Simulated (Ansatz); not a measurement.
This geometry of AlCl2F + H2 (6 atoms, charge 0, multiplicity 1) is a first-order saddle point.

Level of theory: Ansatz, RKS B3LYP/def2-mTZVP.

```xyz
6
Properties=species:S:1:pos:R:3
Al 0.018 -0.383 -0.115
F 0.022 -0.040 1.749
Cl 1.830 0.199 -0.985
Cl -1.822 0.135 -0.964
H 0.049 -1.878 0.661
H 0.039 -1.117 1.585
```

Question: Which two structures does it join? (They come from a converged band through this point; their orientation in space is the band's.)

Answer: Bonds broken: H5–H6. Bonds formed: Al1–H5, F2–H6. AlCl2F + H2 becomes AlCl2FH2.

Initial state:

```xyz
6
Properties=species:S:1:pos:R:3
Al 0.002 0.304 0.031
F 0.001 0.761 1.609
Cl 1.818 0.130 -0.973
Cl -1.815 0.059 -0.955
H 0.072 -2.333 0.775
H 0.057 -2.004 1.443
```

Final state:

```xyz
6
Properties=species:S:1:pos:R:3
Al 0.022 -0.613 -0.319
F 0.021 -0.097 1.726
Cl 1.808 0.348 -0.914
Cl -1.809 0.267 -0.898
H 0.058 -2.140 0.046
H 0.036 -0.848 2.291
```

Question: How far does it lie above each of them?

Answer: 146.4 kJ/mol above the first and 26.6 kJ/mol above the second. This is the barrier of this one path; another mechanism may lie lower. The orbitals stay closed-shell, which can raise the energy where a bond breaks towards radicals; this wasn't checked here.

Time of the run: 2.3 min on 2 threads of Arm Neoverse V1, on a shared host, peak memory 0.18 GiB.
